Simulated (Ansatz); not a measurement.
Reactions of `C[SiH2]S[SiH](Cl)Cl`.

Calculated with Ansatz (gas phase, PBE0-D4/def2-TZVP geometries, no zero-point term in ΔE). CCSD(T)/CBS adds triple-zeta CCSD(T) − MP2 to the extrapolated MP2 energy (def2 sets, frozen cores). This one scheme is used for every species. Elements past krypton have def2 core potentials. For Ga, Sn outer-core shells are correlated without core-valence functions, which leaves a few kJ/mol of doubt a bond. Scalar relativity is left out up to krypton. One conformer a species, not always the lowest.

Task: Order these by ΔE at CCSD(T)/CBS, lowest first. (Estimate.)
A. `C[SiH2]S[SiH](Cl)Cl` + `O[SiH2]F` → `O[SiH](Cl)Cl` + `C[SiH2]S[SiH2]F`
B. `C[SiH2]S[SiH](Cl)Cl` + `COB(N)F` → `C[SiH2]OB(N)F` + `CS[SiH](Cl)Cl`
C. `C[SiH2]S[SiH](Cl)Cl` + `C=CF` → `F[SiH](Cl)Cl` + `C=CS[SiH2]C`
D. `C[SiH2]S[SiH](Cl)Cl` + `[SH][SnH3]` → `C[SiH2][SnH2][SH]` + `S[SiH](Cl)Cl`
E. `C[SiH2]S[SiH](Cl)Cl` + `C[SiH2][GaH2]` → `C[SiH2][SiH](Cl)Cl` + `C[SiH2][S][GaH2]`
F. `C[SiH2]S[SiH](Cl)Cl` + `F[SiH2][SiH2]Cl` → `Cl[SiH2][SiH](Cl)Cl` + `C[SiH2]S[SiH2]F`
G. `C[SiH2]S[SiH](Cl)Cl` + `C[Si](Cl)(Cl)Cl` → `C[SiH2]S[SiH](C)Cl` + silicon tetrachloride

Result: C (-104.4 kJ/mol), B (-75.3 kJ/mol), E (-30.7 kJ/mol), F (-9.2 kJ/mol), A (+0.1 kJ/mol), G (+15.3 kJ/mol), D (+38.4 kJ/mol).

Largest T1 diagnostic: 0.013, for `C[SiH2][S][GaH2]`.
